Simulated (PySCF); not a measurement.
PySCF was given this input:
```python
from pyscf import gto, scf, dft

mol = gto.M(
    atom='''
C    -1.190941    0.217814    0.238911
C     0.048038   -0.353497   -0.350387
O     1.255792    0.082793    0.056958
H    -2.079775   -0.236263   -0.192337
H    -1.246845    1.305401    0.097047
H    -1.222434    0.087661    1.328941
H     0.063537   -1.477895   -0.287394
H     0.039994   -0.303426   -1.475513
H     1.256603    0.776272    0.742453
''',
    basis='6-31g**',
    charge=1,
    spin=1,
    verbose=4,
)

mf = dft.UKS(mol)
mf.xc = 'blyp'
mf.kernel()
mf.analyze()
```

### Question
Estimate the <S^2> that BLYP/6-31G** run with PySCF returns for this input.

### Answer
0.752

### Question
What is the computed nuclear repulsion energy (BLYP/6-31G**)?

### Answer
82.7645 Eh

### Question
Predict the total energy from BLYP/6-31G**.

### Answer
-154.613745 Ha

### Question
Give the HOMO energy at the level BLYP/6-31G**.

### Answer
-14.36 eV

These values belong to the state on which the SCF converged, which isn't shown to be the lowest.

### Question
Roughly what does it cost on one core?

### Answer
roughly 10 core-seconds.
